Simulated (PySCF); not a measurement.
**Electron correlation in Se (selenium, neutral)**

[Ar] 3d10 4s2 4p4, high-spin 3P determinant. All numbers are calculated (PySCF 2.14, the spin-free X2C one-electron Hamiltonian (Gaussian nucleus), in x2c-SVPall (5s4p3d, 32 functions)). Frozen: [Ar] 3d10; 6 electrons correlated.

MP2 pair energies summed by pair of shells (mhartree):

```tsv
pair	energy	share (%)
4p-4p	-35.08	47.1
4s-4p	-32.63	43.8
4s-4s	-6.72	9.0
```

Total MP2 correlation energy: -74.43 mhartree.

Same-spin part -18.32 and opposite-spin part -56.10 mhartree; SCS-MP2 scales them by 1/3 and 6/5 to -73.43 mhartree.

| level | correlation energy (mhartree) |
| --- | --- |
| CCSD | -90.19 |
| (T) | -1.17 |
| CCSD(T) | -91.36 |

Diagnostics: T1 = 0.0065, D1 = 0.0213, largest double amplitude 0.054.

Cost of the coupled-cluster step: 0.15 s of wall time on 1 thread of Neoverse-V1 (shared host), for 6 correlated electrons.

Iterations:

```
CC2 = 0
CCSD nocc = (np.int64(4), np.int64(2)), nmo = (18, 18)
frozen orbitals [[0, 1, 2, 3, 4, 5, 6, 7, 8, 9, 10, 11, 12, 13], [0, 1, 2, 3, 4, 5, 6, 7, 8, 9, 10, 11, 12, 13]]
max_cycle = 100
direct = 0
conv_tol = 1e-08
conv_tol_normt = 1e-06
diis_space = 8
diis_start_cycle = 0
Init t2, MP2 energy = -0.0744261128200551
Init E_corr(UCCSD) = -0.0744261128201974
cycle = 1  E_corr(UCCSD) = -0.0866669887960164  dE = -0.012240876  norm(t1,t2) = 0.0366626
cycle = 2  E_corr(UCCSD) = -0.0891581785534875  dE = -0.00249118976  norm(t1,t2) = 0.011262
cycle = 3  E_corr(UCCSD) = -0.0902041350018855  dE = -0.00104595645  norm(t1,t2) = 0.00417416
cycle = 4  E_corr(UCCSD) = -0.0901831282790257  dE = 2.10067229e-05  norm(t1,t2) = 0.000403351
cycle = 5  E_corr(UCCSD) = -0.0901858350507477  dE = -2.70677172e-06  norm(t1,t2) = 7.78295e-05
cycle = 6  E_corr(UCCSD) = -0.0901855327294186  dE = 3.02321329e-07  norm(t1,t2) = 1.46983e-05
cycle = 7  E_corr(UCCSD) = -0.090185670856619  dE = -1.381272e-07  norm(t1,t2) = 3.30902e-06
cycle = 8  E_corr(UCCSD) = -0.0901856208571347  dE = 4.99994844e-08  norm(t1,t2) = 4.92544e-07
cycle = 9  E_corr(UCCSD) = -0.0901856268473667  dE = -5.99023205e-09  norm(t1,t2) = 7.77945e-08
UCCSD converged
E(UCCSD) = -2427.732862284945  E_corr = -0.09018562684736672
UCCSD(T) correction = -0.00117241787585724
```
